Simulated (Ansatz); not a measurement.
Computed with Ansatz on PBE0-D4/def2-TZVP structures; ΔE is electronic, products minus reactants. CBS: MP2 limit from def2 TZ/QZ plus the TZ coupled-cluster correction, frozen cores. This one scheme is used for every species. Functionals use def2-TZVPP. HSE06 is defined as in plane-wave codes. Each species was taken in one conformer, which may not be the lowest.

Consider the cleavage of the B–Si bond: `CB[SiH2]Cl` + HCl → `CBCl` + `[SiH3]Cl`.

```json
{"level": "LDA (SPW92)", "ΔE (kJ/mol)": "-117.8"}
{"level": "ωB97X-V", "ΔE (kJ/mol)": "-121.3"}
{"level": "PBE0", "ΔE (kJ/mol)": "-119.5"}
{"level": "HSE06", "ΔE (kJ/mol)": "-119.6"}
```

**Question.** What does CCSD(T)/CBS give? (An estimate is asked.)

**Answer.** The calculation gave: -121.1 kJ/mol. The listed levels differ from it by 3.3, -0.2, 1.6, 1.5 kJ/mol.

**Question.** What do rigid-rotor, harmonic-oscillator terms from PBE0-D4/def2-TZVP frequencies (298.15 K, 1 bar) make of the CCSD(T)/CBS value? (Best estimate.)

**Answer.** Ansatz gave: ΔZPE = +6.2 kJ/mol, ΔH = -118.5 kJ/mol, ΔS = 3 J/(mol·K), ΔG = -119.3 kJ/mol. Modes under 50 cm⁻¹ make the entropy rough.

Largest T1 diagnostic among the species: 0.011.

Leaving LDA and LC-ωPBE aside and taking each functional with its dispersion term where it has one, the values, not all of them listed here, spread over 13.6 kJ/mol, from B2PLYP to revPBE-D4. At CCSD(T), def2-SVP lies −13.1 kJ/mol from the extrapolated value and def2-TZVPP −0.9 kJ/mol.
